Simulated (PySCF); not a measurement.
## Dipole moment and polarisability of `CCC/C=N/NC`

Compound: C5H12N2.
Geometry (GFN2-xTB, Å), atoms numbered from 1 in this order:
```
atom  x, y, z in Å
C1    -2.247   -0.190   -1.071
C2    -2.307    0.436    0.316
C3    -0.973    1.086    0.701
C4     0.117    0.076    0.818
N5     1.111    0.106    0.036
N6     2.042   -0.857    0.051
C7     3.331   -0.499   -0.485
H8    -1.470   -0.949   -1.111
H9    -2.018    0.567   -1.818
H10   -3.198   -0.652   -1.326
H11   -2.560   -0.331    1.053
H12   -3.092    1.196    0.343
H13   -0.687    1.818   -0.054
H14   -1.092    1.598    1.661
H15   -0.002   -0.702    1.585
H16    2.062   -1.471    0.869
H17    3.852   -1.404   -0.796
H18    3.162    0.137   -1.351
H19    3.959    0.044    0.232
```

Level: B3LYP/def2-SVPD (PySCF), static field, nuclei fixed, core orbitals frozen in the response. The polarisability tensor in these axes (au):

```
x   109.30 -10.78  -7.85
y   -10.78  72.95   1.35
z    -7.85   1.35  73.67
```

**Question.** What are the eigenvalues, a third of the trace, and Δα (Δα² = ½Σ(αi − αj)² over the three pairs)?

**Answer.** Principal values 69.75, 72.35 and 113.82 au; mean 85.31 au = 12.64 Å³ = 14.06 × 10⁻⁴⁰ C²·m²/J; Δα = 42.83 au (50 % of the mean).

**Question.** What is the dipole moment, and where does it point?

**Answer.** (0.51, -0.83, 1.24) D, 1.58 D in size, pointing from the negative to the positive side. Measured along this direction, the outermost atoms are H9 at the negative end and H16 at the positive end.

**Question.** What would n − 1 = 2πNα be for an ideal gas of these molecules at 400 K and 1 atm, electronic part alone?

**Answer.** N = p/kT = 1.8347 × 10¹⁹ cm⁻³, so n − 1 = 2π × N × 12.64 × 10⁻²⁴ cm³ = 1457 × 10⁻⁶ at long wavelengths.

**Question.** Give the principal axes and the span of the nuclei along them.

**Answer.** Largest value along (0.95, -0.26, -0.19), where the nuclei span 7.46 Å; middle along (0.10, -0.34, 0.93), 3.81 Å; least along (0.31, 0.90, 0.30), 3.58 Å. The response follows the extents in order.

**Question.** Rayleigh depolarisation ratio (linearly polarised light, static tensor)?

**Answer.** ρ = 3Δα²/(45ᾱ² + 4Δα²) = 5503.2/(327464 + 7337.6) = 0.0164.

Isolated species at its GFN2-xTB geometry (one conformer only).
